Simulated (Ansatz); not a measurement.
System: CH₅Ge, charge 0, doublet. CH5Ge (SMILES [CH3][GeH2], doublet).
B3LYP-D3(BJ)/def2-TZVP minimum from Ansatz (a quantum-chemistry and plane-wave program):
```xyz
7

Ge     0.3556    -0.0716    -0.2023
C     -1.2649     0.3943     0.8289
H      0.8523    -1.4935     0.1660
H      0.0746    -0.0113    -1.7259
H     -2.0575    -0.3195     0.5955
H     -1.6035     1.3956     0.5680
H     -1.0572     0.3545     1.8969
```
Charge 0, spin multiplicity 2.

Total energies in aug-cc-pVDZ, 13 correlated electrons, 15 frozen orbitals. Radicals and triplets start from unrestricted determinants; spin-orbit coupling is neglected. Cores are frozen in correlated methods (noble-gas shells, and filled d and f shells in the p block). No relativity.

```
method    program  energy (Eh)  minus CCSDT(Q) (mEh)
--------  -------  -----------  --------------------
HF         Ansatz  -2116.08035                292.11
MP2        Ansatz  -2116.32492                 47.54
CCSD       Ansatz  -2116.36302                  9.44
CCSD(T)    Ansatz  -2116.37113                  1.33
CCSDT(Q)   Ansatz  -2116.37246                  0.00
```

Rough core times of Ansatz's runs on a shared machine: CCSD(T) 20 s, CCSDT(Q) 20 min.
